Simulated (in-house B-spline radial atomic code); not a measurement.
Configurations of Tl IX (Tl8+), with energies counted from [Xe] 4f14 (5d3/2)4 (5d5/2)1. Method: Dirac-Hartree-Fock, average of each configuration as written, Fermi nucleus of rms radius 5.4759 fm. Calculated with a radial B-spline atomic code at the basis-set limit. Energies include first-order Breit, QED and recoil terms.

Occupations are held fixed; configurations that lie above the ionisation limit could autoionise.

| configuration | E - E(ref) (eV) | highest orbital | its <r> (bohr) |
| --- | --- | --- | --- |
| [Xe] 4f14 (5d3/2)2 (5d5/2)3 | 6.5227 | 5d5/2 | 1.183 |
| [Kr] 4d10 4f14 5s2 (5p1/2)1 (5p3/2)4 (5d3/2)2 (5d5/2)3 6s1 | 123.86 | 6s1/2 | 1.777 |
| [Xe] (4f5/2)5 (4f7/2)8 (5d3/2)4 (5d5/2)1 (6p1/2)1 | 163.93 | 6p1/2 | 1.918 |
| [Xe] (4f5/2)5 (4f7/2)8 (5d3/2)4 (5d5/2)1 (5f7/2)1 | 183.21 | 5f7/2 | 1.736 |
| [Xe] (4f5/2)6 (4f7/2)7 (5d5/2)5 (7d3/2)1 | 223.37 | 7d3/2 | 3.977 |
| [Xe] (4f5/2)6 (4f7/2)7 (5d3/2)4 (5d5/2)1 (9g7/2)1 | 239.36 | 9g7/2 | 11.96 |
| [Xe] (4f5/2)5 (4f7/2)8 (5d3/2)1 (5d5/2)4 (9p3/2)1 | 242.76 | 9p3/2 | 7.185 |

(1) Order these further configurations by energy, lowest first.
A. [Xe] (4f5/2)6 (4f7/2)7 (5d5/2)5 (9d3/2)1
B. [Xe] (4f5/2)5 (4f7/2)8 (5d5/2)5 (8g9/2)1
C. [Xe] (4f5/2)6 (4f7/2)7 (5d5/2)5 9s1
D. [Xe] 4f14 (5d3/2)3 (5d5/2)2
E. [Xe] 4f14 (5d3/2)1 (5d5/2)4

(2) How far above the reference does [Xe] (4f5/2)6 (4f7/2)7 (5d5/2)5 (6g7/2)1 lie?

(3) How far above the reference does [Xe] 4f14 (5d3/2)4 7s1 lie?

(4) How far above the reference does [Xe] 4f14 (5d3/2)1 (5d5/2)3 (7g7/2)1 lie?

## Answers

(1) D (3.4448 eV), E (9.2329 eV), C (238.75 eV), A (244.7 eV), B (252.84 eV).

(2) 235.41 eV; its least bound orbital is 6g7/2 with <r> = 4.669 bohr.

(3) 73.617 eV; its least bound orbital is 7s1/2 with <r> = 3.084 bohr.

(4) 121.32 eV; its least bound orbital is 7g7/2 with <r> = 6.788 bohr.
